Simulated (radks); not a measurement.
Task: The mean radii <r> (bohr) of the occupied orbitals of an atom or ion are listed with their occupations. Method: Dirac Kohn-Sham, Slater X-alpha with alpha = 0.839, spin-unpolarised, spherical densities, finite nucleus; Fermi nuclear charge, rms radius of each element as measured or else 0.836 A^(1/3) + 0.57 fm; computed with a radial shooting solver on a logarithmic mesh with Libxc functionals.

orbital  occ.      <r>
1s1/2       2  0.01579
2s1/2       2  0.06572
2p1/2       2  0.05379
2p3/2       4  0.06283
3s1/2       2   0.1707
3p1/2       2   0.1611
3p3/2       4   0.1776
3d3/2       4   0.1540
3d5/2       6   0.1590
4s1/2       2   0.3759
4p1/2       2   0.3763
4p3/2       4   0.4110
4d3/2       4   0.4139
4d5/2       6   0.4249
4f5/2       6   0.4337
5s1/2       2   0.8262
4f7/2       8   0.4398
5p1/2       2   0.8778
5p3/2       4   0.9669
5d3/2       4    1.192
5d5/2       6    1.235
6s1/2       2    2.144
6p1/2       2    2.687
6p3/2       1    3.124

Name the element and its charge. Open shells, if any, fill j = l - 1/2 first.

Result: Z = 83, bismuth, charge 0: Bi in [Hg] 6p3. The 1s radius gives Z: for a bare nucleus <r> = (2 gamma + 1)/(2Z) with gamma = sqrt(1 - (Z/c)^2), 0.01561 bohr for Z = 83, and screening makes it slightly larger (0.01579 here). The occupations add up to 83, and the charge is Z minus that.
